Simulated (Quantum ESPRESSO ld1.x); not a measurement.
Values are calculated unless marked as measured or tabulated.
Q: All-electron atom: Bi33+ in [Kr] 4d10 4f4 (the NIST ground configuration). Code: ld1.x of Quantum ESPRESSO 7.5. Model: scalar-relativistic Kohn-Sham, PBE, spin-unpolarised, spherical densities, point nucleus. Some entries of the table are withheld. Estimate them.

| orbital | occ. | eigenvalue (eV) | r(max) (bohr) |
|---|---|---|---|
| 1s | 2 | -91909.7 | 0.009652 |
| 2s | 2 | -17516.0 | 0.05617 |
| 2p | 6 | -15156.0 | 0.04691 |
| 3s | 2 | -5148.01 | (1) |
| 3p | 6 | -4472.84 | 0.1586 |
| 3d | 10 | -3800.26 | 0.1292 |
| 4s | 2 | -2021.59 | 0.3475 |
| 4p | 6 | (2) | 0.3638 |
| 4d | 10 | -1526.94 | 0.3627 |
| 4f | 4 | -1256.72 | 0.3090 |

A: 
(1) 3s r(max) (bohr): 0.1582
(2) 4p eigenvalue (eV): -1786.88
